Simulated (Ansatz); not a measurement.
**Counterpoise correction, worked out**

The pair of SiH₄ (SMILES [SiH4], atoms 1–5) and AsH₃ (SMILES [AsH3], atoms 6–9), both closed shells, in one local arrangement (a lower one may exist), relaxed at PBE0-D4/def2-TZVP:

```xyz
9
angstrom
Si 0.0398 0.1534 -1.9875
H 1.3543 -0.3250 -1.4909
H -0.1940 1.5468 -1.5342
H -1.0394 -0.7297 -1.4775
H 0.0369 0.1143 -3.4740
As -0.0096 0.0108 1.8937
H -1.2754 -0.5698 2.5051
H 0.8520 -1.1048 2.4649
H 0.2354 0.9040 3.1003
```

Program: Ansatz 0.2.0. Basis: def2-TZVPPD. Cores are frozen in the correlated methods. Filled d shells of the heavier atoms are correlated. The def2 sets are not built for correlating such inner shells, so the correlated values are less sure here.

MP2 total energies in eV:

| system | geometry | basis functions | energy |
| --- | --- | --- | --- |
| pair | pair | all | -68780.18873 |
| SiH₄ | as in the pair | all (partner as ghosts) | -7929.47059 |
| AsH₃ | as in the pair | all (partner as ghosts) | -60850.67980 |
| SiH₄ | as in the pair | its own | -7929.46737 |
| AsH₃ | as in the pair | its own | -60850.66389 |
| SiH₄ | free (PBE0-D4 minimum) | its own | -7929.46802 |
| AsH₃ | free (PBE0-D4 minimum) | its own | -60850.66291 |

**Question.** Work out the interaction energy with and without the counterpoise correction, the superposition error, and the binding energy from the relaxed fragments.

**Answer.** Without correction: -68780.18873 − (-7929.46737) − (-60850.66389) = -0.05747 eV.
With correction (each fragment in the whole basis): -68780.18873 − (-7929.47059) − (-60850.67980) = -0.03834 eV = -0.88 kcal/mol.
The superposition error is the difference, 0.01913 eV, 33 % of the uncorrected value: each fragment borrows its partner's functions.
Deformation from the free shapes: 0.00065 eV for SiH₄ and -0.00098 eV for AsH₃ (a small negative value is possible, since the free shapes are minima of another method).
Binding energy from relaxed fragments: -0.03834 + 0.00065 + (-0.00098) = -0.03867 eV = -0.89 kcal/mol (electronic, without zero-point energy; negative means bound). For comparison, the corrected interaction energy by CCSD(T) at an estimated basis limit (MP2 extrapolated from triple and quadruple zeta, plus CCSD(T) − MP2 in triple zeta) is -0.048 eV.

The T1 diagnostic stays at or below 0.012.

For scale, one of the runs: CCSD(T)/def2-TZVPPD, 221 basis functions, launched by `ansatz run in.yaml --threads 4 --pin off --events-out ev --progress --plain --max-ram 9574MiB`. The run took 60 s on 4 CPU threads of an Arm Neoverse V1 (shared host), with 3.1 GiB of host memory at its peak.
